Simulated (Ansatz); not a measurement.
Name a neutral molecule of In, O, P and H with HOMO–LUMO gap (PBE0/def2-TZVPP) between 5.75 and 6.05 eV and LUMO energy (ωB97M-V/def2-TZVPP) between 0.20 and 0.50 eV (Ansatz, PBE0-D4/def2-TZVP geometry).

`OP(O)[O][InH2]` (5.91 eV, 0.23 eV). Other molecules can fit too; these were computed, each in one conformer that needn't be the lowest.
